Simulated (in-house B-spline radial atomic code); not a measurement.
Checks on a self-consistent run for Te IV (Te3+), [Kr] 4d10 5s2 5p1. Computed with a radial B-spline atomic code at the basis-set limit: non-relativistic Hartree-Fock, average of configuration, point nucleus.

```
orbital   q       ε (Eh)     <1/r>        <r²>
     1s   2  -1132.06241   51.4721  0.00114329
     2s   2   -173.89280   11.8203   0.0186051
     2p   6   -162.87170    11.799   0.0140342
     3s   2    -36.88746   4.31578    0.127175
     3p   6    -32.21466   4.22996    0.122269
     3d  10    -23.64508   4.08429    0.103458
     4s   2     -7.76988    1.7232    0.710152
     4p   6     -6.07073   1.61614    0.792166
     4d  10     -3.15544   1.37497     1.06121
     5s   2     -1.64241  0.628904     4.60238
     5p   1     -1.32262  0.553867     5.84249
```

Electron-electron repulsion V_ee = 2429.0625 hartree, kinetic energy T = 6609.8427 hartree.

(1) What total energy follows from the eigenvalues?

(2) What is the virial ratio?

(3) What diamagnetic shielding (Lamb formula) and susceptibility (Langevin formula) do the radii give?

Results:

(1) The eigenvalues count the repulsion twice, so E = Σqε - V_ee = -4180.780 - 2429.062 = -6609.843 hartree; the run printed -6609.843.

(2) -V/T = (T - E)/T = 2.000000; at the Hartree-Fock limit it is 2.

(3) σ = (α²/3)Σq<1/r> = 300.937/(3·137.036²) = 5341.8 ppm, and χ = -0.79199×10⁻⁶·Σq<r²> = -26.91×10⁻⁶ cm³/mol with Σq<r²> = 33.979 bohr². Both are non-relativistic formulas without the paramagnetism of open shells; for so heavy an element the full relativistic shielding is larger by tens of per cent.
